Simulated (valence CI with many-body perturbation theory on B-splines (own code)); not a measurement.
Level structure of Pr⁵⁴⁺

Computed by configuration interaction combined with many-body perturbation theory (CI+MBPT): three valence electrons over a frozen Dirac-Fock core [He], radial functions for each j: 11 s, 11 p, 9 d, 7 f, 5 g, 2 h, 1 i, with the one-electron correlation potential Σ1 (screened to all orders), the two-electron term Σ2, the three-electron term Σ3, Breit, model QED; selected single and double excitations, second order for the rest (own B-spline code, finite nucleus).

The last digits are not significant, and no measured levels were compared; by estimate large intervals hold to a few tenths of a per cent, small ones and those within an open d or f shell to about a per cent.

Levels 46 to 90 of 102, with energies above the lowest level, (2s^2 2p1/2) J=1/2. "Leading %" is the weight of the configuration and term that name the level; weights of strongly mixed levels are sums over their largest components and can fall short. In the jj column 3d3/2^4 stands for four electrons in 3d with j = 3/2.

| No. | Configuration | Term | J | E (eV) | Leading % | Leading jj | g |
| --- | --- | --- | --- | --- | --- | --- | --- |
| 46 | 2s2p3p | ⁴P | 3/2 | 7049.0 | 47 | 2s 2p3/2 3p1/2 (100 %) | 1.632 |
| 47 | 2s2p3p | ²D | 5/2 | 7051.5 | 43 | 2s 2p3/2 3p1/2 (99 %) | 1.322 |
| 48 | 2s2p3s | ²P° | 1/2 | 7054.5 | 91 | 2s 2p3/2 3s (99 %) | 0.814 |
| 49 | 2s2p3s | ²P° | 3/2 | 7058.7 | 83 | 2s 2p3/2 3s (98 %) | 1.379 |
| 50 | 2s2p3p | ²P | 1/2 | 7118.2 | 51 | 2s 2p3/2 3p1/2 (98 %) | 1.227 |
| 51 | 2s2p3p | ²D | 3/2 | 7119.7 | 62 | 2s 2p3/2 3p1/2 (98 %) | 0.970 |
| 52 | 2p²3s | ⁴P | 3/2 | 7178.9 | 56 | 2p1/2 2p3/2 3s (72 %) | 1.576 |
| 53 | 2p²3s | ²P | 1/2 | 7185.2 | 52 | 2p1/2 2p3/2 3s (76 %) | 1.324 |
| 54 | 2s2p3p | ⁴D | 7/2 | 7189.6 | 100 | 2s 2p3/2 3p3/2 (100 %) | 1.411 |
| 55 | 2p²3s | ²D | 5/2 | 7191.9 | 44 | 2p1/2 2p3/2 3s (69 %) | 1.334 |
| 56 | 2p²3s | ⁴P | 3/2 | 7196.5 | 32 | 2p1/2 2p3/2 3s (57 %) | 1.394 |
| 57 | 2p²3s | ²D | 3/2 | 7213.9 | 40 | 2p1/2 2p3/2 3s (67 %) | 1.158 |
| 58 | 2s2p3p | ⁴P | 5/2 | 7220.8 | 41 | 2s 2p3/2 3p3/2 (73 %) | 1.385 |
| 59 | 2s2p3p | ²S | 1/2 | 7225.1 | 34 | 2s 2p3/2 3p3/2 (76 %) | 1.388 |
| 60 | 2p²3p | ⁴P° | 1/2 | 7228.3 | 41 | 2p1/2 2p3/2 3p1/2 (84 %) | 1.804 |
| 61 | 2p²3p | ⁴D° | 3/2 | 7232.5 | 42 | 2p1/2 2p3/2 3p1/2 (75 %) | 1.177 |
| 62 | 2s2p3d | ⁴D° | 5/2 | 7239.8 | 28 | 2s 2p3/2 3d3/2 (62 %) | 1.163 |
| 63 | 2s2p3d | ⁴F° | 7/2 | 7251.5 | 48 | 2s 2p3/2 3d3/2 (90 %) | 1.241 |
| 64 | 2s2p3d | ⁴P° | 3/2 | 7255.5 | 33 | 2s 2p3/2 3d3/2 (74 %) | 1.304 |
| 65 | 2p²3p | ²F° | 5/2 | 7255.6 | 31 | 2p1/2 2p3/2 3p1/2 (62 %) | 1.129 |
| 66 | 2s2p3d | ⁴P° | 1/2 | 7257.1 | 72 | 2s 2p3/2 3d3/2 (84 %) | 2.157 |
| 67 | 2s2p3p | ²D | 5/2 | 7267.9 | 74 | 2s 2p3/2 3p3/2 (96 %) | 1.251 |
| 68 | 2s2p3d | ⁴F° | 9/2 | 7274.8 | 100 | 2s 2p3/2 3d5/2 (100 %) | 1.318 |
| 69 | 2s2p3p | ²P | 3/2 | 7281.1 | 58 | 2s 2p3/2 3p3/2 (97 %) | 1.218 |
| 70 | 2p²3p | ²P° | 3/2 | 7282.3 | 41 | 2p1/2 2p3/2 3p1/2 (98 %) | 1.324 |
| 71 | 2s2p3p | ²S | 1/2 | 7283.5 | 62 | 2s 2p3/2 3p3/2 (99 %) | 1.726 |
| 72 | 2s2p3d | ²D° | 5/2 | 7294.4 | 45 | 2s 2p3/2 3d5/2 (99 %) | 1.307 |
| 73 | 2s2p3d | ²D° | 3/2 | 7296.0 | 49 | 2s 2p3/2 3d5/2 (73 %) | 1.085 |
| 74 | 2s2p3d | ²F° | 7/2 | 7303.3 | 59 | 2s 2p3/2 3d5/2 (89 %) | 1.242 |
| 75 | 2s2p3d | ²P° | 1/2 | 7317.3 | 67 | 2s 2p3/2 3d5/2 (78 %) | 0.697 |
| 76 | 2s2p3d | ²F° | 5/2 | 7321.5 | 68 | 2s 2p3/2 3d3/2 (97 %) | 0.936 |
| 77 | 2s2p3d | ²D° | 3/2 | 7327.4 | 59 | 2s 2p3/2 3d3/2 (73 %) | 0.973 |
| 78 | 2s2p3d | ²P° | 1/2 | 7331.0 | 94 | 2s 2p3/2 3d3/2 (80 %) | 0.632 |
| 79 | 2s2p3d | ²F° | 7/2 | 7354.1 | 75 | 2s 2p3/2 3d5/2 (96 %) | 1.176 |
| 80 | 2s2p3d | ²D° | 5/2 | 7367.8 | 63 | 2s 2p3/2 3d5/2 (96 %) | 1.144 |
| 81 | 2s2p3d | ²P° | 3/2 | 7370.4 | 75 | 2s 2p3/2 3d5/2 (98 %) | 1.278 |
| 82 | 2p²3p | ⁴D° | 5/2 | 7391.2 | 51 | 2p1/2 2p3/2 3p3/2 (98 %) | 1.410 |
| 83 | 2p²3p | ²P° | 1/2 | 7395.8 | 35 | 2p1/2 2p3/2 3p3/2 (99 %) | 1.596 |
| 84 | 2p²3p | ²D° | 3/2 | 7401.5 | 52 | 2p1/2 2p3/2 3p3/2 (98 %) | 1.154 |
| 85 | 2p²3p | ²F° | 7/2 | 7408.4 | 61 | 2p1/2 2p3/2 3p3/2 (97 %) | 1.228 |
| 86 | 2p²3p | ²P° | 3/2 | 7419.7 | 35 | 2p1/2 2p3/2 3p3/2 (100 %) | 1.400 |
| 87 | 2p²3p | ²D° | 5/2 | 7429.4 | 62 | 2p1/2 2p3/2 3p3/2 (98 %) | 1.179 |
| 88 | 2p²3d | ⁴F | 3/2 | 7436.4 | 43 | 2p1/2 2p3/2 3d3/2 (99 %) | 0.925 |
| 89 | 2p²3d | ⁴F | 5/2 | 7437.8 | 54 | 2p1/2 2p3/2 3d3/2 (99 %) | 0.962 |
| 90 | 2p²3d | ⁴D | 1/2 | 7440.8 | 80 | 2p1/2 2p3/2 3d3/2 (100 %) | 0.233 |
